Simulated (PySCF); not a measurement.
Excitation energy of Al⁺ by level of theory

Al⁺ [Ne] 3s2 (1S) → Al⁺ [Ne] 3s1 3d1 (3D), as a difference of total energies. Computed with PySCF 2.14 in aug-cc-pV(T+d)Z with one added diffuse shell each of s, p, d, f type (7s6p5d3f, 71 functions), with no relativity, point nucleus. Correlated levels: valence: [Ne] frozen. The calculations carry no spin-orbit coupling.

```
           method  excitation energy (eV)
              UHF                  10.814
    MP2 (valence)                  11.449
SCS-MP2 (valence)                  11.683
   CCSD (valence)                  11.678
```

How much does correlation contribute at MP2 (valence)?

11.449 − (10.814) = 0.635 eV, measured against UHF.

Errors of the correlated levels include the incompleteness of this basis and the frozen core.

With two correlated electrons CCSD is exact in that space.

For comparison: 11.847 eV (measured; NIST levels, between the centres of gravity of the two terms).
